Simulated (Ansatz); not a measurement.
`BOB` + `Cl[SiH2][SeH]` → `B[Se][SiH2]Cl` + `BO`  (ligand exchange at a B–O bond)

Program: Ansatz. Geometries: PBE0-D4/def2-TZVP. ΔE: electronic, gas phase. CBS: MP2 limit from def2 TZ/QZ plus the TZ coupled-cluster correction, frozen cores. This one scheme is used for every species. Functionals use def2-TZVPP. For Se outer-core shells are correlated without core-valence functions, which leaves a few kJ/mol of doubt a bond. Scalar relativity is left out up to krypton. One conformer a species, not always the lowest.

`BOB`:

```xyz
7

B    -0.357   -1.149   -0.127
O     0.332   -0.201    0.572
B     0.412    1.117    0.221
H    -0.948   -0.840   -1.124
H    -0.340   -2.267    0.297
H     1.052    1.837    0.928
H    -0.151    1.503   -0.766
```

`Cl[SiH2][SeH]`:

```xyz
6

Cl   -0.262   -1.065    2.077
Si    0.314   -0.059    0.389
Se   -1.469   -0.117   -1.015
H     0.670    1.328    0.766
H     1.491   -0.748   -0.188
H    -0.743    0.661   -2.030
```

`B[Se][SiH2]Cl`:

Z-matrix (Å, degrees):
```
Si
Se 1 2.280
Cl 1 2.050 2 111.3
H 1 1.479 2 107.9 3 118.1
H 1 1.478 2 109.6 3 -119.5
B 2 1.913 1 97.3 3 83.9
H 6 1.191 2 116.3 1 -179.5
H 6 1.191 2 120.9 1 0.9
```

`BO`:

```xyz
5

B     0.126    0.302   -0.265
O    -0.659   -0.273    0.668
H    -0.182    1.400   -0.627
H     1.084   -0.277   -0.700
H    -0.369   -1.152    0.924
```

```tsv
level	ΔE (kJ/mol)
PBE0-D4	9.7
B2PLYP	20.7
HF/def2-TZVPP	45.5
SCS-MP2/def2-QZVPP	20.4
```

What does CCSD(T)/CBS give? (An estimate is asked.)

Computed: +15.2 kJ/mol. The listed levels differ from it by -5.5, 5.5, 30.3, 5.2 kJ/mol.

Largest T1 diagnostic among the species: 0.014.

The D4 term adds −4.4 kJ/mol with B3LYP and −2.5 kJ/mol with PBE0; it sums over pairs of atoms, weighted by their polarisabilities, and B3LYP, whose exchange is more repulsive, gets the larger term. From PBE to PBE0 (25 % exact exchange), in def2-TZVPP and without D4, ΔE moves by +7.0 kJ/mol.

B3LYP here is the variant with VWN-RPA as its local correlation; programs differ in this.
